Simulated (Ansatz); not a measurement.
Reaction (formal exchange of groups at a B–B bond): `CB(C)BN` + CH₃NH₂ → `CB(C)N` + `CBN`

Gas-phase electronic energies from Ansatz, PBE0-D4/def2-TZVP geometries. CCSD(T)/CBS is the MP2 limit (def2-TZVPP, def2-QZVPP) plus CCSD(T) − MP2 in def2-TZVPP, frozen cores. Functionals use def2-TZVPP. B3LYP here is the variant with VWN-RPA as its local correlation; programs differ in this. Each species was taken in one conformer, which may not be the lowest.

```tsv
level	ΔE (kcal/mol)
PBE-D4	-58.2
ωB97M-V	-60.8
PBE	-58.3
r2SCAN	-60.6
PBE0	-59.0
B3LYP	-59.6
MP2/def2-QZVPP	-61.9
MP2/CBS(def2)	-61.9
```

(1) What does CCSD(T)/CBS give? (Estimate.)

Largest T1 diagnostic among the species: 0.012.

Results:

(1) Ansatz gave: -59.9 kcal/mol. The listed levels differ from it by 1.7, -0.9, 1.6, -0.7, 0.9, 0.3, -2.0, -2.0 kcal/mol.

In def2-TZVPP, CCSD(T) changes the Hartree–Fock value by −0.8 kcal/mol (the triples alone add −0.2 kcal/mol) and MP2 by −2.8 kcal/mol. From PBE to PBE0 (25 % exact exchange), in def2-TZVPP and without D4, ΔE moves by −0.7 kcal/mol.
